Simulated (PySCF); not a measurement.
# Assignment exercise: C7H11N3

Mapped SMILES: `[CH2:1]=[CH:2][c:3]1[n:4][n:5][n:6]([CH2:7][CH3:8])[c:9]1[CH3:10]`. Each H is labelled by its parent atom. Ha(C1) is cis to C3; Hb(C1) is trans to C3.

Level of theory: geometry from GFN2-xTB, GIAO PBE0/pcSseg-1 shieldings, in PySCF 2.14.0 with density-fitted response routines (averaged over atoms made equivalent by symmetry, fast rotation or ring inversion, no solvent model, single conformer, no relativistic terms).

Scale: 13C (186.93 ppm), 1H (31.72 ppm) vs TMS (reference shieldings calculated alike).

Task: Assign these signals to the numbered atoms. 13C{1H} NMR (computed): δ 148.3, 133.7, 130.3, 121.4, 44.4, 18.3, 9.4.

Result: 
148.3 → C3, substituted aromatic carbon next to a ring nitrogen
133.7 → C9, substituted aromatic carbon next to a ring nitrogen
130.3 → C2, alkene CH: an sp2 carbon of a C=C bond
121.4 → C1, terminal =CH2 carbon: an sp2 carbon of a C=C bond
44.4 → C7, sp3 CH2 bonded to N: the inductive effect lowers its shielding
18.3 → C8, methyl carbon: saturated and bonded to C and H only
9.4 → C10, methyl carbon on an aromatic ring: a saturated carbon with 1 carbon neighbour and no heteroatom attached

Task: Assign these signals to the numbered atoms. 1H NMR (500 MHz, computed): δ 7.07 (m, 1H), 6.70 (m, 1H), 5.63 (m, 1H), 4.37 (q, 2H), 2.38 (s, 3H), 1.36 (t, 3H).

Result: 
7.07 → Ha(C1), hydrogen on a terminal =CH2 carbon: olefinic region
6.70 → H(C2), hydrogen on an alkene CH: olefinic region
5.63 → Hb(C1), hydrogen on a terminal =CH2 carbon: olefinic region
4.37 → H(C7), hydrogen on an sp3 CH2 bonded to N: its carbon carries N, hence the downfield position
2.38 → H(C10), hydrogen on a methyl carbon on an aromatic ring: benzylic-type position, deshielded by the ring
1.36 → H(C8), hydrogen on a methyl carbon

Shifts are as computed. Against solution values, carbons near 30 ppm lie about +3 ppm off and those near 130 ppm about +5 ppm. Of 1211 compounds with measured shifts, 218 miss one by over three times the rms of a fit or turn the order of signals round; such compounds aren't used in these exercises. No couplings were computed; multiplicities are counted from neighbouring protons, with m where these are inequivalent, close in shift, in a saturated or five-membered ring or joined by F or P, and br s for small geminal =CH2 splittings.
